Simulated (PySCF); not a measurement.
Ligands exchanged one at a time, Al Br-H. Gas-phase values, no solvent. Strings in code marks are SMILES.

The T1 excitation (TDA) from two functionals at the same geometries (B3LYP-D3(BJ)/def2-TZVP), both in PySCF: PBE-D3(BJ)/def2-TZVP and B3LYP-D3(BJ)/def2-TZVP. B3LYP has the VWN-RPA correlation part, as in Gaussian. Excitations are Tamm–Dancoff values on a coarser integration grid. The basis has no diffuse functions, so Rydberg states are missing or too high.

```json
[
 {"species": "0 of 3 Br replaced by H (`[Br][Al]([Br])[Br]`)", "PBE-D3(BJ)/def2-TZVP (eV)": "4.80"},
 {"species": "1 of 3 Br replaced by H (`[Br][AlH][Br]`)", "PBE-D3(BJ)/def2-TZVP (eV)": "4.89"},
 {"species": "2 of 3 Br replaced by H", "PBE-D3(BJ)/def2-TZVP (eV)": "4.36"}
]
```

Problem. What does B3LYP-D3(BJ)/def2-TZVP give for each?

Solution. 
- 0 of 3 Br replaced by H (`[Br][Al]([Br])[Br]`): 5.22
- 1 of 3 Br replaced by H (`[Br][AlH][Br]`): 5.35
- 2 of 3 Br replaced by H: 4.75
Over these rows, drawn at random from the members with no instability flagged (it was tested for open shells, ions and some series alone), PBE minus B3LYP-D3(BJ): mean -0.42 eV, from -0.46 eV to -0.39 eV.
